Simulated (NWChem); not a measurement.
Species: C$_{2}$H$_{6}$N$_{2}$Si; SMILES C1N=C[Si@@H]1N

```xyz
11

N     -0.0537    -2.0343     0.4199
Si    -0.0783    -0.5118    -0.3803
C     -1.0463     1.0053     0.2048
N     -0.0339     1.8085     0.2268
C      1.1502     0.9280    -0.0496
H      0.0831    -2.1513     1.4147
H     -0.1044    -2.9138    -0.0748
H     -0.2833    -0.8534    -1.8165
H     -2.0532     1.3791     0.4064
H      1.7817     0.8637     0.8438
H      1.7666     1.3287    -0.8629
```
Atoms are numbered in this order, from 1.

Level: B3LYP/6-31G* (spherical d) (NWChem), optimised geometry, unscaled harmonic frequencies. 

List the harmonic frequencies with IR intensities, and the thermochemistry.


```json
[
 {"frequency (cm⁻¹)": "65", "IR intensity (km/mol)": "114.0"},
 {"frequency (cm⁻¹)": "141", "IR intensity (km/mol)": "6.6"},
 {"frequency (cm⁻¹)": "233", "IR intensity (km/mol)": "85.1"},
 {"frequency (cm⁻¹)": "338", "IR intensity (km/mol)": "34.8"},
 {"frequency (cm⁻¹)": "365", "IR intensity (km/mol)": "1.3"},
 {"frequency (cm⁻¹)": "504", "IR intensity (km/mol)": "8.3"},
 {"frequency (cm⁻¹)": "630", "IR intensity (km/mol)": "5.1"},
 {"frequency (cm⁻¹)": "671", "IR intensity (km/mol)": "5.0"},
 {"frequency (cm⁻¹)": "742", "IR intensity (km/mol)": "63.2"},
 {"frequency (cm⁻¹)": "807", "IR intensity (km/mol)": "33.3"},
 {"frequency (cm⁻¹)": "822", "IR intensity (km/mol)": "55.0"},
 {"frequency (cm⁻¹)": "878", "IR intensity (km/mol)": "69.3"},
 {"frequency (cm⁻¹)": "913", "IR intensity (km/mol)": "37.4"},
 {"frequency (cm⁻¹)": "926", "IR intensity (km/mol)": "6.7"},
 {"frequency (cm⁻¹)": "967", "IR intensity (km/mol)": "169.1"},
 {"frequency (cm⁻¹)": "1156", "IR intensity (km/mol)": "8.7"},
 {"frequency (cm⁻¹)": "1203", "IR intensity (km/mol)": "5.5"},
 {"frequency (cm⁻¹)": "1295", "IR intensity (km/mol)": "9.6"},
 {"frequency (cm⁻¹)": "1485", "IR intensity (km/mol)": "0.4"},
 {"frequency (cm⁻¹)": "1605", "IR intensity (km/mol)": "4.7"},
 {"frequency (cm⁻¹)": "1616", "IR intensity (km/mol)": "60.2"},
 {"frequency (cm⁻¹)": "2227", "IR intensity (km/mol)": "178.5"},
 {"frequency (cm⁻¹)": "3065", "IR intensity (km/mol)": "30.3"},
 {"frequency (cm⁻¹)": "3108", "IR intensity (km/mol)": "14.3"},
 {"frequency (cm⁻¹)": "3133", "IR intensity (km/mol)": "45.5"},
 {"frequency (cm⁻¹)": "3590", "IR intensity (km/mol)": "30.9"},
 {"frequency (cm⁻¹)": "3688", "IR intensity (km/mol)": "29.5"}
]
```

* **zero-point energy**: 51.7 kcal/mol
* **thermal correction to the enthalpy at 298.15 K (with zero-point energy)**: 56.4 kcal/mol
* **heat capacity Cv**: 22.5 cal/(mol K)
* **entropy at 298.15 K and 1 atm (symmetry number 1)**: 79.1 cal/(mol K)
* **dipole moment**: 3.10 D

Rigid rotor and harmonic oscillator; modes under 100 cm⁻¹ make the entropy uncertain.
